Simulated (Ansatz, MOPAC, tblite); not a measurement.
Bond stretch in Al2(mu-H)2(OH)4, H6Al2O4, singlet. The Al1–O11 bond (Al1 also carries Al, H, H, O; O11 carries H) is pulled apart rigidly from the PBE0/def2-SVP optimised geometry.

Computed with: UKS-BLYP = unrestricted BLYP/cc-pVDZ in Ansatz (a quantum-chemistry and plane-wave program); UKS-PBE = unrestricted PBE/cc-pVDZ in Ansatz; AM1, restricted, heats of formation (MOPAC); UCCSD = CCSD on UHF/cc-pVDZ, frozen core (Ansatz); GFN2-xTB, 300 K electronic temperature (tblite).

Energies are in mEh, each relative to the lowest point of its own curve near equilibrium.

```tsv
R / Å	UKS-BLYP	UKS-PBE	AM1	UCCSD	GFN2-xTB
1.40	94.9	94.3	82.6	94.5	61.8
1.50	38.4	38.0	36.2	37.3	17.4
1.59	12.3	12.0	11.4	11.2	2.2
1.63	5.9	5.7	4.9	5.0	0.0
1.70	0.5	0.4	0.0	0.1	0.4
1.74	0.0	0.0	0.5	0.0	2.5
1.83	3.9	4.1	9.1	4.9	10.2
1.92	12.7	13.0	24.5	14.9	20.7
2.03	27.2	27.6	44.7	31.2	35.6
2.26	62.2	63.1	74.8	70.8	69.5
2.50	97.2	98.5	107.3	111.2	104.5
2.81	134.1	136.1	153.8	153.6	144.5
3.17	162.3	164.1	193.7	178.5	180.3
3.56	177.6	179.4	221.6	185.6	206.2
4.12	188.1	189.6	245.1	187.9	226.5
4.86	193.7	194.8	261.7	188.8	237.2
```

At the longest distance, 4.86 Å, AM1 lies highest above its minimum (261.7 mEh) and UCCSD lowest (188.8 mEh).

The unrestricted determinant behind UKS-BLYP, UKS-PBE is spin-contaminated at 3.17 to 4.86 Å (<S²> up to 0.9, against 0.00 for a pure singlet). The restricted form behind AM1 keeps the bonding electrons paired and can't separate into open-shell fragments. The unrestricted solution behind UCCSD changes between 2.50 and 2.81 Å, which can leave a kink. The unrestricted determinant behind UCCSD is spin-contaminated at 2.50 to 4.86 Å (<S²> up to 1.0, against 0.00 for a pure singlet).
